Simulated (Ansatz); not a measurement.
Geometry optimisation, Ansatz 0.2.0, DFT r2SCAN, scalar-relativistic, plane waves, PAW.

The input (input.yaml):

```yaml
accuracy: low
crystal:
  lattice:
    - [7.041925, 0.0, 0.0]
    - [0.0, 7.041925, 0.0]
    - [0.0, 0.0, 7.041925]
  atoms:
    - { symbol: C, position: [0.4317019, 0.7387034, 0.7218823] }
    - { symbol: C, position: [0.4469981, 0.7657686, 0.5094402] }
    - { symbol: O, position: [0.4886947, 0.9614003, 0.4771169] }
    - { symbol: H, position: [0.4987847, 0.9801113, 0.3408304] }
    - { symbol: H, position: [0.559582, 0.6744111, 0.4515816] }
    - { symbol: H, position: [0.3130888, 0.7250824, 0.4402891] }
    - { symbol: H, position: [0.3997051, 0.590688, 0.7561386] }
    - { symbol: H, position: [0.5652242, 0.7780521, 0.7901451] }
    - { symbol: H, position: [0.3190235, 0.8286633, 0.7788661] }
    - { symbol: C, position: [0.1818885, 0.2907398, 0.5455348] }
    - { symbol: C, position: [0.0074743, 0.2049206, 0.4543599] }
    - { symbol: O, position: [0.0359199, 0.0043979, 0.4483043] }
    - { symbol: H, position: [-0.0755838, -0.0519765, 0.3898685] }
    - { symbol: H, position: [-0.1197489, 0.2407568, 0.53742] }
    - { symbol: H, position: [-0.0121322, 0.2628685, 0.3107403] }
    - { symbol: H, position: [0.168771, 0.4451925, 0.5543735] }
    - { symbol: H, position: [0.2004101, 0.2338975, 0.6885812] }
    - { symbol: H, position: [0.3078993, 0.255983, 0.4621704] }
    - { symbol: C, position: [0.6960385, 0.2122133, 0.8972477] }
    - { symbol: C, position: [0.5284221, 0.1976635, 1.0306313] }
    - { symbol: O, position: [0.4395196, 0.0190318, 0.9953862] }
    - { symbol: H, position: [0.3315436, 0.0084561, 1.080564] }
    - { symbol: H, position: [0.5765813, 0.2077678, 1.1787784] }
    - { symbol: H, position: [0.4291215, 0.3154018, 1.0052142] }
    - { symbol: H, position: [0.7706216, 0.3468875, 0.9173989] }
    - { symbol: H, position: [0.795046, 0.0958417, 0.9235446] }
    - { symbol: H, position: [0.6477612, 0.203348, 0.7501863] }
    - { symbol: C, position: [-0.0788973, 0.7357936, 0.8796443] }
    - { symbol: C, position: [0.0762305, 0.5875811, 0.8714848] }
    - { symbol: O, position: [0.1958484, 0.6175702, 1.0322559] }
    - { symbol: H, position: [0.2960422, 0.5228583, 1.0281617] }
    - { symbol: H, position: [0.0140058, 0.4444379, 0.8741472] }
    - { symbol: H, position: [0.1568868, 0.6014504, 0.7385519] }
    - { symbol: H, position: [-0.1759309, 0.7202836, 0.7594372] }
    - { symbol: H, position: [-0.1595671, 0.7209964, 1.011211] }
    - { symbol: H, position: [-0.0168555, 0.8778226, 0.8757765] }
basis:
  ecutwfc: 500.0
kpoints:
  mp_grid: { grid: [1, 1, 1] }
hamiltonian:
  xc: r2scan
scf:
  occupations: { method: fermi_dirac, width: 0.02 }
  lower_state_search: "off"
relax:
  f_tol: 0.3
  max_steps: 15
  adjacent_minimum: "off"
```

Command:

```bash
$ ansatz run input.yaml --threads 1 --pin off --max-ram 3072MiB --backend cpu --events-out ev --progress --plain --runs-dir out
```

Q: Where does it end, and by what steps?

A: The forces met the threshold. The threshold is loose, so the end isn't yet a minimum. Limits of this set-up: coarse k mesh, low accuracy level. After 7 steps the energy has fallen by 1.393 eV; O3 moved furthest, 1.12 Å.

| step | energy less start (eV) | largest force component (eV/Å) | accepted |
| --- | --- | --- | --- |
| 0 | 0.0000 | 0.991 | yes |
| 1 | -0.4783 | 0.537 | yes |
| 2 | -0.7312 | 0.504 | yes |
| 3 | -0.9410 | 0.387 | yes |
| 4 | -1.1077 | 0.526 | yes |
| 5 | -1.2467 | 0.449 | yes |
| 6 | -1.3442 | 0.349 | yes |
| 7 | -1.3934 | 0.284 | yes |

```xyz
36
Lattice="7.0419 0.0000 0.0000 0.0000 7.0419 0.0000 0.0000 0.0000 7.0419" Properties=species:S:1:pos:R:3
C 3.314 5.292 4.660
C 3.683 5.206 3.199
O 4.329 6.413 2.783
H 3.991 6.654 1.899
H 4.357 4.357 3.012
H 2.774 5.071 2.606
H 3.038 4.303 5.028
H 4.147 5.659 5.258
H 2.473 5.968 4.812
C 1.276 1.917 3.606
C -0.043 1.455 3.028
O -0.023 0.046 2.904
H -0.945 -0.270 2.862
H -0.873 1.775 3.671
H -0.195 1.931 2.045
H 1.366 3.003 3.562
H 1.380 1.586 4.642
H 2.099 1.477 3.039
C 4.387 1.620 6.317
C 3.261 1.437 7.306
O 3.083 0.035 7.528
H 2.196 -0.182 7.832
H 3.491 1.932 8.259
H 2.330 1.860 6.910
H 4.654 2.675 6.215
H 5.268 1.079 6.674
H 4.111 1.224 5.339
C -0.413 5.260 6.599
C 0.594 4.162 6.804
O 1.499 4.545 7.832
H 2.238 3.928 7.842
H 0.097 3.227 7.094
H 1.152 3.982 5.882
H -1.074 5.001 5.773
H -1.011 5.425 7.497
H 0.101 6.189 6.342
```

The run took 2.5 min on 1 thread of Arm Neoverse V2, with other jobs on the host, peak memory 0.67 GiB.
